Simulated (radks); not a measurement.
Polarisability of the lanthanum ion La3+, [Xe], at imaginary frequency. Calculated with a radial shooting solver on a logarithmic mesh with Libxc functionals: non-relativistic Kohn-Sham, LDA (Slater exchange, Perdew-Wang correlation), spin-polarised, spherical densities, point nucleus; relativity is left out, which matters for an element this heavy. Response by self-consistent Sternheimer equations with the Hartree and adiabatic LDA kernel.

| w (hartree) | alpha1(iw) (bohr^3) | alpha2(iw) (bohr^5) |
|---|---|---|
| 0.00266 | 7.946 | 31.39 |
| 0.0143 | 7.945 | 31.38 |
| 0.0360 | 7.936 | 31.35 |
| 0.0697 | 7.907 | 31.23 |
| 0.118 | 7.835 | 30.94 |
| 0.186 | 7.678 | 30.32 |
| 0.280 | 7.363 | 29.14 |
| 0.413 | 6.788 | 27.12 |
| 0.605 | 5.845 | 23.99 |
| 0.892 | 4.528 | 19.58 |
| 1.35 | 3.051 | 14.04 |
| 2.12 | 1.766 | 8.298 |
| 3.59 | 0.8733 | 3.794 |
| 6.94 | 0.3347 | 1.243 |
| 17.5 | 0.07591 | 0.2307 |

Static values: alpha1 = 7.946 bohr^3 (1.177 angstrom^3; uncoupled 13.78), alpha2 = 31.39 bohr^5, alpha3 = 207.5 bohr^7. C6 = 50.85, C8 = 1055, triple-dipole C9 = 291.6 atomic units. One-pole (London) frequency 4 C6 / (3 alpha1^2) = 1.074 hartree, against 1.640 for minus the highest occupied eigenvalue. The dipole shielding factor is 0.948, as the force sum rule N/Z = 0.947 demands.
